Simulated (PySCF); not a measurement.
An excited-state job on `Br[Si@@H]1C[SiH2][SiH2]O1`.

Method: TDDFT CAM-B3LYP/def2-SVPD, vertical, gas phase, core orbitals frozen in the response (PySCF 2.14.0, density-fitted response routines). Geometry: GFN2-xTB. The input is one job of a driver script: a line of settings, then coordinates in Å.

Command:
```bash
OMP_NUM_THREADS=1 python probes_run.py task.json out
```

Input:
```
{"job": {"kind": "uv", "xc": "CAM-B3LYP", "basis": "def2-SVPD", "nstates": 8, "ntriplets": 3}, "charge": 0, "multiplicity": 1}
Br    -0.697729    -3.044914    -0.430771
Si    -0.138877    -1.340850     0.860906
C     -1.309107     0.109145     0.506278
Si    -0.438249     1.300230    -0.734905
Si     1.713641     0.450788    -0.564795
O      1.325963    -0.850110     0.383071
H      0.014898    -1.824410     2.216340
H     -2.273911    -0.234798     0.135998
H     -1.514317     0.634543     1.438732
H     -1.077378     1.133770    -2.047898
H     -0.657752     2.683077    -0.289630
H      2.334127    -0.154183    -1.741979
H      2.714304     1.138197     0.250924
```

Task: Estimate the output.

Result: 
```
coarse grid: 54232 points
cycle   1  E = -3559.6079692215  dE = -3.945e-01  |g| = 7.978e-01  |ddm| = 4.875e+00
cycle   2  E = -3559.4970336309  dE =  1.109e-01  |g| = 1.125e+00  |ddm| = 2.406e+00
cycle   3  E = -3559.7365875393  dE = -2.396e-01  |g| = 9.776e-02  |ddm| = 1.293e+00
cycle   4  E = -3559.7386552521  dE = -2.068e-03  |g| = 3.911e-02  |ddm| = 2.197e-01
cycle   5  E = -3559.7390667492  dE = -4.115e-04  |g| = 7.616e-03  |ddm| = 7.470e-02
cycle   6  E = -3559.7390784645  dE = -1.172e-05  |g| = 1.848e-03  |ddm| = 1.399e-02
cycle   7  E = -3559.7390794931  dE = -1.029e-06  |g| = 6.648e-04  |ddm| = 4.175e-03
final grid: 108872 points
cycle   8  E = -3559.7390560455  dE = -7.415e-08  |g| = 6.317e-04  |ddm| = 4.367e-03
cycle   9  E = -3559.7390560407  dE =  4.818e-09  |g| = 6.521e-04  |ddm| = 1.925e-03
cycle  10  E = -3559.7390561459  dE = -1.053e-07  |g| = 3.030e-05  |ddm| = 8.818e-04
cycle  11  E = -3559.7390561462  dE = -2.838e-10  |g| = 1.231e-05  |ddm| = 6.299e-05
converged SCF energy = -3559.7390561462

Static polarisability (au): isotropic 109.040, principal 98.497 107.287 121.337

Singlet excitations
state   eV       nm        f      main configurations
  1   6.4312    192.8   0.03880   H-1->L 0.86
  2   6.9826    177.6   0.02151   H-1->L+1 0.70, H->L+1 0.09
  3   7.0736    175.3   0.00439   H-3->L 0.36, H-2->L 0.21, H->L 0.20
  4   7.2387    171.3   0.00241   H->L+2 0.26, H->L 0.26, H->L+4 0.10
  5   7.2925    170.0   0.05446   H->L 0.34, H->L+3 0.17, H->L+1 0.13
  6   7.4572    166.3   0.01018   H->L+1 0.20, H-2->L+3 0.15, H-2->L+4 0.10
  7   7.5226    164.8   0.03514   H->L+1 0.25, H-2->L+3 0.12, H-2->L+4 0.10
  8   7.6996    161.0   0.01444   H-2->L 0.29, H-3->L 0.17, H-2->L+1 0.10

Triplet excitations (Tamm-Dancoff, eV): 5.7543 6.1041 6.7150
```

The SCF starts on a coarse grid where the log names one; the energy can jump when the final grid takes over, and dE then counts from the start density on the new grid. H and L stand for HOMO and LUMO; the number after each pair is its weight.

Task: Give S1 in cm⁻¹ and kJ/mol.

Result: 6.4312 eV × 8065.54 = 51871 cm⁻¹; × 96.485 = 620.5 kJ/mol.

Task: Give the mean polarisability as a volume in Å³, and the ratio of the largest to the smallest principal value.

Result: 109.040 au × 0.148185 = 16.16 Å³; 121.337/98.497 = 1.23.

In short: HOMO -9.48 eV, LUMO 0.26 eV; lowest singlet 6.43 eV; lowest triplet 5.75 eV (Tamm–Dancoff); mean polarisability 109.0 au.

 Relativistic effects, spin–orbit coupling among them, are left out although an element past zinc is present.

The run took 3.4 min wall, 2.0 min CPU on one thread, Intel Xeon at 2.50 GHz (x86_64) (shared host), and the process peaked at 0.97 GiB of memory.

One conformer stands for the species.
Labels such as C1 count atoms from 1, the log's own numbers from 0.
